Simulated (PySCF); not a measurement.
## Dipole polarisabilities along group 15, charge +1

Calculated with PySCF 2.14 for the ground configurations, without spin-orbit coupling: coupled response for Hartree-Fock and DFT. Mean α in bohr³, C₆ of like pairs in atomic units.

```csv
species,α UHF,α PBE,α PBE0,C₆ UHF,C₆ PBE,C₆ PBE0
"N⁺ [He] 2s2 2p2 (dyall-av3z, spin-free X2C)",3.919,3.907,3.858,8.195,8.455,8.275
"P⁺ [Ne] 3s2 3p2 (dyall-av3z, spin-free X2C)",14.36,14.36,14.23,74.26,74.00,73.20
"As⁺ [Ar] 3d10 4s2 4p2 (dyall-av3z, spin-free X2C)",16.86,16.82,16.63,102.1,100.8,99.73
```

The values depend on the diffuse functions of the basis.
